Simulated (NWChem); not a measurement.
Species: SiIClF₂; SMILES I[Si](F)(F)Cl

```xyz
5

F     -1.2632     1.3217     1.2880
Si    -0.3833     0.9598     0.0000
F     -1.2632     1.3217    -1.2880
Cl     1.2775     2.1208     0.0000
I      0.1205    -1.3827     0.0000
```
Atoms are numbered in this order, from 1.

Coordinates come from a PBE0/def2-SVP optimisation. def2 effective core potentials on I; no spin-orbit coupling.

Symmetry labels are those of Cs in the frame above (b1 and b2, or b-type labels, depend on it).

**Question.** List the 6 lowest vertical singlet excitations from Hartree-Fock/def2-SVP with def2 effective core potentials on I, TDHF (NWChem).

**Answer.** 
```csv
state,energy (eV),oscillator strength,symmetry,leading excitation (squared amplitude)
S1,6.96,0.012,a',HOMO → LUMO (0.97)
S2,6.98,0.003,a",HOMO−1 → LUMO (0.97)
S3,9.37,0.222,a',HOMO−2 → LUMO (0.65)
S4,9.64,0.000,a",HOMO → LUMO+1 (0.97)
S5,9.83,0.024,a',HOMO → LUMO+2 (0.53)
S6,9.85,0.007,a",HOMO−3 → LUMO (0.50)
```
